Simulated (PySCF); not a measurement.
## Distorted geometries of [La(NH3)2]3+

[La(NH3)2]3+ (singlet). PySCF 2.14.0, RKS PBE0, La lcecp-1-SVP with ECP46, N def2-SVP, H def2-SVP; non-relativistic Hamiltonian with scalar-relativistic core potentials where named; density fitting; no spin-orbit coupling. Relaxed geometry:

```xyz
9

La    1.1657    0.2154   -0.0001
N    -0.1943   -0.0309    2.1058
H     0.2688    0.3203    2.9678
H    -1.1091    0.4604    2.1247
H    -0.4532   -1.0019    2.3707
N    -0.1936   -0.0377   -2.1053
H     0.2955   -0.5188   -2.8864
H    -1.0792   -0.5747   -2.0271
H    -0.5052    0.8487   -2.5500
```

Question: Order these distorted geometries by energy above the relaxed one, lowest first.
A.
```xyz
9

La    1.0600    0.1389   -0.0564
N    -0.1360   -0.1559    2.2540
H     0.0592    0.2711    3.0322
H    -1.0604    0.5227    2.0455
H    -0.3096   -1.0641    2.3411
N    -0.0970    0.1096   -2.1585
H     0.1996   -0.5647   -2.8842
H    -0.8227   -0.5147   -1.9832
H    -0.6977    0.9378   -2.5905
```
B.
```xyz
9

La    1.2974    0.1840   -0.0458
N    -0.2758   -0.0062    2.1578
H     0.2796    0.3672    2.9831
H    -1.1146    0.4589    2.1110
H    -0.5120   -0.9874    2.4351
N    -0.2532   -0.0082   -2.0269
H     0.3281   -0.6370   -2.9653
H    -1.0824   -0.5859   -2.0363
H    -0.4718    0.8952   -2.6127
```
C.
```xyz
9

La    1.2315    0.1191    0.0457
N    -0.2128   -0.0829    2.1647
H     0.2953    0.2043    2.9237
H    -1.1654    0.4556    2.0891
H    -0.6499   -0.9220    2.4503
N    -0.1807    0.0878   -2.1629
H     0.3321   -0.4938   -2.9033
H    -1.0820   -0.6862   -1.9294
H    -0.3729    0.9988   -2.6780
```

Answer: B (1.09 eV), C (1.17 eV), A (2.14 eV).

Question: Which forces (eV/Å) act in the one that lies 1.09 eV up?

Answer: 
```
La  -0.97 -0.07  0.50
N    4.79 -2.08  0.03
H   -0.97 -0.27 -0.65
H   -3.25  1.95  0.05
H    0.04  0.48 -0.08
N    3.54 -0.32 -4.54
H   -1.87  2.18  3.21
H   -1.30 -0.25  0.25
H   -0.02 -1.61  1.23
```
Forces carry noise of the integration grid, about 0.01 to 0.03 eV/Å.

A frequency check found unstable modes (2, the lowest at -28 cm⁻¹), so the relaxed geometry is a saddle point, or these are noise.
